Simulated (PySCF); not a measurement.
O₃W, multiplicity 1. Atoms are numbered in the order given.

```xyz
4

W      0.0000     0.0000    -0.1538
O      1.3942     0.8049     0.4743
O      0.0000    -1.6099     0.4743
O     -1.3942     0.8049     0.4743
```

Geometry: B3LYP-D3(BJ)/def2-TZVP. The spin state was assumed, not searched. The isomer is the one that the SMILES or the coordinates give; other isomers of the formula were not compared. The def2 effective core potentials stand for the cores of W; spin–orbit coupling is left out.

Level of theory: CAM-B3LYP/def2-TZVPD run with PySCF.

Symmetry labels are those of the subgroup Cs that the program uses (full group C3v).

Computed valence orbital energies around the gap with their symmetry:
```csv
orbital,symmetry,energy (eV)
HOMO−7,A",-13.81
HOMO−6,A',-13.20
HOMO−5,A",-13.09
HOMO−4,A',-13.09
HOMO−3,A',-11.47
HOMO−2,A",-10.69
HOMO−1,A',-10.69
HOMO,A",-10.39
LUMO,A',-4.18
LUMO+1,A',-1.22
LUMO+2,A",-1.22
LUMO+3,A',0.14
```
